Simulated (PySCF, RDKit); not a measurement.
Dimer: NH3 (SMILES N) (first 4 atoms) with H2 (SMILES [H][H]); geometry from B3LYP-D3(BJ)/def2-TZVP, rigid monomers moved along the line of their centres of mass till N1···H5 is 3.01 Å.
(charge 0, multiplicity 1):
```xyz
6

N      0.015    -0.002    -0.138
H     -0.713     0.618    -0.473
H      0.898     0.344    -0.496
H     -0.146    -0.912    -0.554
H      0.022    -0.184     2.864
H      0.022    -0.233     3.611
```

Interaction energies are E(AB) − E(A) − E(B) at the monomers' geometry in the complex; basis-set methods are counterpoise corrected. Rows marked so take none. RDKit's UFF carries no charges.

Rows in 3-21G, 6-31G* carry no dispersion term and start afresh at each structure (6-31G* with six Cartesian d functions).

Programs: PySCF for 3-21G rows, 6-31G* rows; RDKit for the force fields. Values without a source in brackets are computed.

### Question
One of these levels gives -9.5 kJ/mol for the interaction energy. Which one is it?
(A) B3LYP/3-21G (no counterpoise)
(B) UFF
(C) M06-2X/6-31G* (no counterpoise)

### Answer
A, B3LYP/3-21G (no counterpoise). The others give -0.7 (UFF), -5.0 (M06-2X/6-31G* (no counterpoise))
